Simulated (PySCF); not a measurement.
Bonds (- single, = double, # triple, : aromatic): C1-C2, C2-O3, O3-C4, C4=C5, C5-Si6, Si6-F7. C1 carries H8, H9, H10; C2 carries H11, H12; C4 carries H13; C5 carries H14; Si6 carries H15, H16. Stereochemistry as in CCO/C=C\[SiH2]F.

Level of theory: structure optimised with GFN2-xTB, shielding tensors at PBE0/pcSseg-1 (GIAO), in PySCF (single conformer, non-relativistic, fast rotation and ring inversion assumed for equivalent nuclei, no solvent).

Chemical shifts δ = σref − σ; TMS for $^{13}$C and $^{1}$H and $^{29}$Si; $^{17}$O vs H2O; CFCl3 for $^{19}$F, all at this level.

| atoms | nucleus | count | δ (ppm) |
| --- | --- | --- | --- |
| F7 | $^{19}$F | 1 | -232.7 |
| H13 | $^{1}$H | 1 | 6.83 |
| C1 | $^{13}$C | 1 | 17.4 |
| Si6 | $^{29}$Si | 1 | ? |
| H11/H12 | $^{1}$H | 2 | ? |
| H15/H16 | $^{1}$H | 2 | 5.58 |
| O3 | $^{17}$O | 1 | 144.2 |
| C4 | $^{13}$C | 1 | ? |
| C2 | $^{13}$C | 1 | 70.2 |
| C5 | $^{13}$C | 1 | ? |
| H8/H9/H10 | $^{1}$H | 3 | 1.35 |
| H14 | $^{1}$H | 1 | 4.68 |

Task: Estimate the values marked ?.

Result: 
- C4: 167.0 ppm, alkene carbon bearing oxygen; an sp2 carbon further deshielded by the attached heteroatom
- C5: 100.2 ppm, β carbon of an enol-ether or enamine type C=C; the O or N lone pair pushes π density onto this β carbon and shields it
- H11/H12: 3.93 ppm, hydrogen on an sp3 CH2 bonded to O; its carbon carries O, hence the downfield position
- Si6: -4.4 ppm, silicon bonded to C, F, 2 H

Shifts are as computed. Against solution values, carbons near 30 ppm lie about +3 ppm off and those near 130 ppm about +5 ppm. Of 1211 compounds with measured shifts, 218 miss one by over three times the rms of a fit or turn the order of signals round; such compounds aren't used in these exercises. Unscaled 19F shifts against computed CFCl3 carry errors that often reach 10 to 50 ppm. Experimental scales use liquid or dissolved standards, which lie at an offset from isolated H2O (liquid H2O: subtract about 36 ppm).
